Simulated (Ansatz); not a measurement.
Born–Oppenheimer molecular dynamics of a periodic cell of 17 atoms, Si16B (host Si, host structure diamond, interstitial B). It goes on from the last frame of an earlier run, with new velocities.

The calculation used DFT PBE, scalar-relativistic, plane waves, PAW (Ansatz 0.2.0). Settings: accuracy low, PAW set soft_1, cutoff 420 eV, k mesh 2x2x2, fermi-dirac smearing 0.05 eV, spin collinear.

- ensemble: NVT, Langevin thermostat
- time step: 1 fs
- steps asked: 60
- set temperature: 1680 K
- friction: 0.005 /fs
- seed: 868817

Frames 5 fs apart, positions in Å.

Velocities at 0 fs (Å/ps):

```
Si -6.94 -7.19 0.95
Si -4.40 -4.30 -4.53
Si 4.27 14.87 -17.14
Si -4.99 0.37 4.82
Si 10.53 2.44 3.41
Si 1.49 5.19 4.06
Si -5.65 -15.60 10.83
Si 3.17 3.26 -4.10
Si -1.16 -7.98 10.98
Si 5.38 12.00 2.20
Si -2.24 -1.85 1.78
Si -5.83 1.64 -12.08
Si 2.86 4.16 -1.47
Si 8.74 -9.80 9.31
Si 0.59 -2.01 -8.99
Si -2.50 -0.31 1.58
B -8.66 13.32 -4.26
```

```xyz
17
Lattice="0.0000 5.4300 5.4300 5.4300 0.0000 5.4300 5.4300 5.4300 0.0000" Properties=species:S:1:pos:R:3 time_fs=0 energy_less_start_eV=0.000 T=1581
Si -0.133 0.073 0.040
Si 1.563 1.089 1.316
Si 3.015 2.605 0.188
Si 4.032 4.168 1.553
Si 2.752 -0.355 2.571
Si 3.740 1.249 4.202
Si 5.074 2.705 3.034
Si 6.847 3.919 4.214
Si 0.025 2.745 2.026
Si 1.004 3.905 3.850
Si 2.701 5.531 3.280
Si 4.838 7.597 4.160
Si 2.075 2.568 5.309
Si 3.947 4.052 6.281
Si 5.650 5.460 5.394
Si 6.682 6.829 7.266
B 3.690 6.124 4.889
17
Lattice="0.0000 5.4300 5.4300 5.4300 0.0000 5.4300 5.4300 5.4300 0.0000" Properties=species:S:1:pos:R:3 time_fs=5 energy_less_start_eV=0.086 T=1656
Si -0.168 0.022 0.050
Si 1.547 1.072 1.298
Si 3.029 2.680 0.102
Si 4.006 4.174 1.593
Si 2.805 -0.346 2.606
Si 3.747 1.267 4.216
Si 5.052 2.630 3.081
Si 6.869 3.939 4.191
Si 0.026 2.708 2.083
Si 1.026 3.970 3.861
Si 2.686 5.520 3.274
Si 4.816 7.598 4.104
Si 2.098 2.586 5.303
Si 3.986 3.996 6.330
Si 5.649 5.461 5.354
Si 6.666 6.826 7.272
B 3.651 6.197 4.875
17
Lattice="0.0000 5.4300 5.4300 5.4300 0.0000 5.4300 5.4300 5.4300 0.0000" Properties=species:S:1:pos:R:3 time_fs=10 energy_less_start_eV=0.370 T=1517
Si -0.193 -0.035 0.069
Si 1.537 1.061 1.282
Si 3.020 2.749 0.023
Si 3.982 4.179 1.651
Si 2.860 -0.342 2.659
Si 3.753 1.257 4.228
Si 5.046 2.563 3.110
Si 6.899 3.956 4.165
Si 0.035 2.669 2.135
Si 1.024 4.042 3.873
Si 2.669 5.501 3.256
Si 4.797 7.582 4.055
Si 2.127 2.605 5.308
Si 4.014 3.930 6.379
Si 5.633 5.472 5.335
Si 6.651 6.826 7.267
B 3.611 6.265 4.870
17
Lattice="0.0000 5.4300 5.4300 5.4300 0.0000 5.4300 5.4300 5.4300 0.0000" Properties=species:S:1:pos:R:3 time_fs=15 energy_less_start_eV=0.775 T=1262
Si -0.214 -0.083 0.079
Si 1.534 1.056 1.259
Si 2.998 2.808 -0.043
Si 3.955 4.172 1.712
Si 2.908 -0.327 2.709
Si 3.749 1.232 4.228
Si 5.062 2.509 3.124
Si 6.932 3.978 4.137
Si 0.055 2.630 2.184
Si 1.008 4.112 3.878
Si 2.652 5.486 3.241
Si 4.775 7.560 4.025
Si 2.163 2.632 5.324
Si 4.030 3.869 6.428
Si 5.606 5.493 5.340
Si 6.637 6.812 7.252
B 3.585 6.305 4.872
17
Lattice="0.0000 5.4300 5.4300 5.4300 0.0000 5.4300 5.4300 5.4300 0.0000" Properties=species:S:1:pos:R:3 time_fs=20 energy_less_start_eV=0.950 T=1149
Si -0.228 -0.120 0.087
Si 1.530 1.050 1.231
Si 2.970 2.853 -0.086
Si 3.929 4.157 1.776
Si 2.942 -0.305 2.747
Si 3.733 1.199 4.236
Si 5.099 2.474 3.122
Si 6.963 4.002 4.102
Si 0.089 2.601 2.208
Si 0.978 4.167 3.891
Si 2.637 5.471 3.237
Si 4.744 7.522 4.027
Si 2.197 2.661 5.350
Si 4.043 3.812 6.467
Si 5.574 5.513 5.359
Si 6.626 6.778 7.221
B 3.541 6.309 4.864
17
Lattice="0.0000 5.4300 5.4300 5.4300 0.0000 5.4300 5.4300 5.4300 0.0000" Properties=species:S:1:pos:R:3 time_fs=25 energy_less_start_eV=0.875 T=1113
Si -0.243 -0.141 0.098
Si 1.538 1.040 1.207
Si 2.937 2.895 -0.104
Si 3.904 4.139 1.830
Si 2.971 -0.280 2.760
Si 3.708 1.160 4.255
Si 5.145 2.450 3.104
Si 6.989 4.030 4.057
Si 0.136 2.586 2.208
Si 0.932 4.197 3.910
Si 2.630 5.466 3.229
Si 4.716 7.475 4.063
Si 2.228 2.687 5.380
Si 4.045 3.770 6.496
Si 5.541 5.526 5.379
Si 6.617 6.739 7.179
B 3.481 6.287 4.872
17
Lattice="0.0000 5.4300 5.4300 5.4300 0.0000 5.4300 5.4300 5.4300 0.0000" Properties=species:S:1:pos:R:3 time_fs=30 energy_less_start_eV=0.621 T=1409
Si -0.256 -0.146 0.119
Si 1.565 1.025 1.179
Si 2.897 2.928 -0.109
Si 3.886 4.117 1.868
Si 2.992 -0.264 2.743
Si 3.674 1.116 4.285
Si 5.206 2.457 3.080
Si 6.993 4.060 4.004
Si 0.200 2.580 2.191
Si 0.884 4.203 3.944
Si 2.624 5.476 3.216
Si 4.690 7.434 4.114
Si 2.256 2.702 5.410
Si 4.037 3.748 6.513
Si 5.509 5.546 5.407
Si 6.620 6.692 7.133
B 3.399 6.238 4.894
17
Lattice="0.0000 5.4300 5.4300 5.4300 0.0000 5.4300 5.4300 5.4300 0.0000" Properties=species:S:1:pos:R:3 time_fs=35 energy_less_start_eV=0.463 T=1576
Si -0.259 -0.158 0.158
Si 1.609 1.022 1.142
Si 2.858 2.956 -0.104
Si 3.877 4.085 1.904
Si 3.003 -0.259 2.708
Si 3.643 1.081 4.327
Si 5.272 2.486 3.053
Si 6.978 4.097 3.950
Si 0.268 2.582 2.169
Si 0.835 4.187 3.973
Si 2.620 5.495 3.196
Si 4.659 7.400 4.174
Si 2.284 2.714 5.441
Si 4.023 3.734 6.519
Si 5.470 5.564 5.443
Si 6.639 6.645 7.082
B 3.298 6.182 4.921
17
Lattice="0.0000 5.4300 5.4300 5.4300 0.0000 5.4300 5.4300 5.4300 0.0000" Properties=species:S:1:pos:R:3 time_fs=40 energy_less_start_eV=0.365 T=1723
Si -0.267 -0.169 0.210
Si 1.662 1.019 1.101
Si 2.831 2.985 -0.076
Si 3.883 4.037 1.932
Si 3.011 -0.256 2.656
Si 3.631 1.061 4.388
Si 5.329 2.524 3.024
Si 6.931 4.136 3.901
Si 0.332 2.597 2.147
Si 0.791 4.146 3.994
Si 2.606 5.526 3.173
Si 4.635 7.369 4.221
Si 2.312 2.725 5.469
Si 4.010 3.727 6.502
Si 5.432 5.578 5.484
Si 6.666 6.611 7.027
B 3.193 6.140 4.962
17
Lattice="0.0000 5.4300 5.4300 5.4300 0.0000 5.4300 5.4300 5.4300 0.0000" Properties=species:S:1:pos:R:3 time_fs=45 energy_less_start_eV=0.555 T=1696
Si -0.271 -0.175 0.263
Si 1.710 1.003 1.058
Si 2.817 3.006 -0.037
Si 3.899 3.978 1.951
Si 3.025 -0.240 2.600
Si 3.640 1.051 4.463
Si 5.381 2.552 2.991
Si 6.869 4.175 3.868
Si 0.391 2.623 2.132
Si 0.752 4.091 4.015
Si 2.582 5.554 3.143
Si 4.611 7.340 4.259
Si 2.326 2.724 5.475
Si 4.014 3.738 6.492
Si 5.390 5.583 5.514
Si 6.697 6.578 6.964
B 3.090 6.098 5.007
17
Lattice="0.0000 5.4300 5.4300 5.4300 0.0000 5.4300 5.4300 5.4300 0.0000" Properties=species:S:1:pos:R:3 time_fs=50 energy_less_start_eV=1.069 T=1385
Si -0.273 -0.181 0.318
Si 1.755 0.977 1.019
Si 2.808 3.027 0.009
Si 3.917 3.931 1.963
Si 3.050 -0.221 2.544
Si 3.665 1.037 4.528
Si 5.439 2.563 2.965
Si 6.803 4.226 3.848
Si 0.447 2.660 2.122
Si 0.734 4.028 4.047
Si 2.558 5.577 3.115
Si 4.585 7.328 4.285
Si 2.327 2.719 5.487
Si 4.028 3.760 6.495
Si 5.346 5.571 5.540
Si 6.720 6.559 6.909
B 2.998 6.072 5.048
17
Lattice="0.0000 5.4300 5.4300 5.4300 0.0000 5.4300 5.4300 5.4300 0.0000" Properties=species:S:1:pos:R:3 time_fs=55 energy_less_start_eV=1.508 T=1071
Si -0.269 -0.184 0.373
Si 1.791 0.967 0.997
Si 2.800 3.046 0.062
Si 3.938 3.907 1.962
Si 3.077 -0.197 2.514
Si 3.690 1.027 4.573
Si 5.492 2.558 2.950
Si 6.735 4.265 3.843
Si 0.494 2.698 2.115
Si 0.736 3.956 4.091
Si 2.535 5.590 3.098
Si 4.562 7.326 4.292
Si 2.311 2.716 5.497
Si 4.055 3.792 6.511
Si 5.303 5.542 5.552
Si 6.747 6.557 6.873
B 2.934 6.076 5.047
```

Of the whole run (60 fs, mean temperature of the second half 1443 K): The mean temperature of the second half is 14 % below the set value. A run of 0.06 ps of so small a system gives no equilibrium averages. Limits of this set-up: coarse k mesh, a small cell, in which the defect meets its images, a typed lattice constant that wasn't relaxed here, low accuracy level.

The run took 20 min on 1 thread of Intel(R) Xeon(R) Platinum 8259CL CPU @ 2.50GHz (Skylake/Cascade Lake), on a shared host, peak memory 0.73 GiB.
